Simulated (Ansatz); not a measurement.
Relaxation of ClFH₉PSi₃ (15 atoms, charge 0, multiplicity 1), to a largest force component of 0.03 eV/Å in at most 50 steps.

Method: RKS BHLYP-D4/6-31G* (Ansatz).

```xyz
15
Properties=species:S:1:pos:R:3
Si 0.265 0.159 -0.051
Cl 0.576 0.158 2.038
Si 2.373 -0.056 -1.033
H 2.956 -1.363 -0.675
H 2.255 0.048 -2.503
H 3.239 1.034 -0.541
Si -0.954 2.057 -0.677
H -1.977 1.705 -1.675
H -1.534 2.752 0.482
H 0.034 2.959 -1.318
F -0.526 -1.204 -0.369
P -2.872 -0.254 1.166
H -3.062 -1.623 0.920
H -4.002 -0.095 2.000
H -1.934 -0.417 2.211
```

**Question.** Where does it end, and by what steps?

**Answer.** It converged. The force dipped under the threshold on the way, but the program's further checks kept it going. After 17 steps the energy has fallen by 0.154 eV; H15 moved furthest, 0.80 Å.

```json
{"step": "0", "energy less start (eV)": "0.0000", "largest force component (eV/Å)": "0.533", "accepted": "yes"}
{"step": "1", "energy less start (eV)": "-0.1035", "largest force component (eV/Å)": "0.320", "accepted": "yes"}
{"step": "2", "energy less start (eV)": "-0.1252", "largest force component (eV/Å)": "0.117", "accepted": "yes"}
{"step": "3", "energy less start (eV)": "-0.1324", "largest force component (eV/Å)": "0.063", "accepted": "yes"}
{"step": "4", "energy less start (eV)": "-0.1374", "largest force component (eV/Å)": "0.084", "accepted": "yes"}
{"step": "5", "energy less start (eV)": "-0.1402", "largest force component (eV/Å)": "0.122", "accepted": "yes"}
{"step": "6", "energy less start (eV)": "-0.1426", "largest force component (eV/Å)": "0.165", "accepted": "yes"}
{"step": "7", "energy less start (eV)": "-0.1489", "largest force component (eV/Å)": "0.050", "accepted": "yes"}
{"step": "8", "energy less start (eV)": "-0.1429", "largest force component (eV/Å)": "0.524", "accepted": "no"}
{"step": "9", "energy less start (eV)": "-0.1454", "largest force component (eV/Å)": "0.133", "accepted": "no"}
{"step": "10", "energy less start (eV)": "-0.1506", "largest force component (eV/Å)": "0.035", "accepted": "yes"}
{"step": "11", "energy less start (eV)": "-0.1521", "largest force component (eV/Å)": "0.107", "accepted": "yes"}
{"step": "12", "energy less start (eV)": "-0.1518", "largest force component (eV/Å)": "0.126", "accepted": "no"}
{"step": "13", "energy less start (eV)": "-0.1533", "largest force component (eV/Å)": "0.045", "accepted": "yes"}
{"step": "14", "energy less start (eV)": "-0.1540", "largest force component (eV/Å)": "0.039", "accepted": "yes"}
{"step": "15", "energy less start (eV)": "-0.1542", "largest force component (eV/Å)": "0.029", "accepted": "yes"}
{"step": "16", "energy less start (eV)": "-0.1543", "largest force component (eV/Å)": "0.037", "accepted": "yes"}
{"step": "17", "energy less start (eV)": "-0.1544", "largest force component (eV/Å)": "0.026", "accepted": "yes"}
```

```xyz
15
Properties=species:S:1:pos:R:3
Si 0.449 0.247 0.052
Cl 0.953 0.499 2.048
Si 2.443 -0.053 -1.129
H 3.173 -1.231 -0.620
H 2.149 -0.237 -2.567
H 3.273 1.157 -0.961
Si -0.851 2.071 -0.634
H -1.883 1.629 -1.592
H -1.451 2.780 0.507
H 0.073 2.990 -1.339
F -0.382 -1.131 -0.030
P -3.018 -0.287 1.323
H -3.468 -1.387 0.569
H -4.225 -0.120 2.031
H -2.398 -1.065 2.317
```

Whether the end is a true minimum wasn't checked by a vibrational analysis.

The run took 73 s on 4 threads of Arm Neoverse V1, with other jobs on the host, peak memory 0.38 GiB.
